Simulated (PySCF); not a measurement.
Electronic absorption of C4H6ClFO

Species: C4H6ClFO.
SMILES: `F[C@@H](Cl)[C@@H]1CCO1`

Method: TDDFT B3LYP/def2-SVPD, vertical, gas phase, core orbitals frozen in the response (PySCF 2.14.0, density-fitted response routines). Geometry: GFN2-xTB, one conformer, isolated molecule. Torsions of this conformer, `[F:1][C@@H:2]([Cl:3])[C@@H:4]1[CH2:5][CH2:6][O:7]1`: F1–C2–C4–C5 -176°.

```
state  E (eV)  λ (nm)  ν̃ (cm⁻¹)       f  |μ| (D)  main configurations (H = HOMO, L = LUMO)
   S1    6.52   190.0      52620   0.024     0.99                                 H→L (95%)
   S2    6.96   178.1      56150  0.0089     0.58                               H→L+1 (97%)
   S3    7.40   167.6      59660  0.0065     0.48     H→L+2 (48%), H-1→L (31%), H→L+4 (10%)
   S4    7.43   166.9      59930  0.0025     0.30                  H-1→L (54%), H→L+2 (41%)
   S5    7.63   162.5      61520  0.0028     0.31     H→L+3 (56%), H-2→L (13%), H→L+4 (12%)
   S6    7.67   161.7      61850  0.0050     0.41     H-2→L (51%), H→L+3 (30%), H→L+4 (13%)
   S7    7.72   160.6      62260  0.0091     0.56                  H→L+4 (58%), H-2→L (28%)
   S8    8.06   153.8      65010   0.016     0.72                               H-3→L (93%)
```

Triplets (Tamm–Dancoff): T1 6.16 eV, H→L (89%); T2 6.80 eV, H-1→L (81%); T3 6.87 eV, H→L+1 (93%).

The lowest singlet lies at 6.52 eV (190 nm, vacuum ultraviolet) and is weak; its leading configuration is HOMO→LUMO (95%). The lowest level is also the most intense of those listed (f = 0.024). Löwdin shares by element: HOMO oxygen 55%, carbon 23% or more (atoms not listed hold the other 22%); LUMO chlorine 49%, carbon 27% or more, oxygen 6% (atoms not listed hold the other 17%). The listed states span 1.54 eV. Orbital energies (eV): HOMO-3 -9.13, HOMO-2 -9.02, HOMO-1 -8.82, HOMO -7.62, LUMO -0.11, LUMO+1 0.30, LUMO+2 0.74. Of the 8 states listed, 2 reach f = 0.01 and none stays under 0.0005. The window holds the lowest 8 singlets.

On Arm Neoverse N1, one thread, shared host with 64 logical CPUs at a one-minute load of 60, this took 55 s wall and 0.81 GiB of memory at its peak.
